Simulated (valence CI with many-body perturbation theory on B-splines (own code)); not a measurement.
## Zr XX in brief

Method: valence CI with perturbative core correlation (CI+MBPT): three valence electrons over a frozen Dirac-Fock core [Ar], radial functions for each j: 9 s, 9 p, 10 d, 8 f, 5 g, 3 h, 1 i, with the one-electron correlation potential Σ1 (screened to all orders), the two-electron term Σ2, the three-electron term Σ3, Breit, model QED; selected single and double excitations, second order for the rest (own B-spline code, finite nucleus).

No measured spectrum was set against this ion. As an estimate, terms of the open shell hold to 2 to 4 % of their energy, and close levels can change places. Core correlation moves these levels by up to 5900 cm⁻¹, and in measured spectra 5 to 20 % of such shifts remained as error; rates that hang on mixing are uncertain with them. Only levels of the ground parity were solved; by the run's estimate the other parity begins above the list, which can be wrong where configurations are misplaced.

Names give the largest LS component (configuration and term), which can be under half, so a name can repeat, a term be missing and a line seem to break the LS rules; names also repeat where a configuration has a term twice.

Rates and lifetimes use the calculated energies. Strong lines usually hold to 10 to 20 %, long lifetimes can be off by a factor of two.

Question: What is the ground level?

Answer: 3d3 4F_3/2, composition 92 % 3d3 4F + 7 % 3d3 2D, g = 0.431.

Question: How is the term 4F of the ground level split?

Answer: J = 3/2 at 0.0, J = 5/2 at 12204, J = 7/2 at 24339, J = 9/2 at 35086 cm⁻¹.

Question: How well does LS coupling describe the low levels?

Answer: Among the lowest 19 levels the leading LS term, summed over configurations, holds 82 % on average. For single configurations the figures are 82 % in LS and 71 % in jj coupling. Terms mix most in the J = 9/2 level at 72653 cm⁻¹, where the leading one holds 48 %.

Question: What is the ionisation energy?

Answer: 803.62 eV; NIST lists 803 ± 4 eV (theoretical).
